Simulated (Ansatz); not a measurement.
Ansatz results at the PBE0-D4/def2-TZVP geometry: LUMO energy (PBE/def2-TZVPP) -3.75 eV; LUMO energy (PBE0/def2-TZVPP) -3.19 eV; HOMO–LUMO gap (B3LYP/def2-TZVPP) 5.17 eV.

Each molecule was computed in one conformer, which needn't be the lowest.

(1) Which molecule gave them?
A. `C[O][W]([OH])([OH])([OH])([Cl])[O]C`
B. `C[O][W]([F])([F])([F])([Cl])[O]C`
C. `[OH][W](=[S])(=[S])[Cl]`
D. `C[O][W](=[O])(=[S])[Cl]`

Results:

(1) B. The others give `C[O][W](=[O])(=[S])[Cl]`: -3.24, -2.56, 4.83; `C[O][W]([OH])([OH])([OH])([Cl])[O]C`: -3.21, -2.57, 5.04; `[OH][W](=[S])(=[S])[Cl]`: -3.60, -2.96, 4.12.

B3LYP here is the variant with VWN-RPA as its local correlation; programs differ in this.
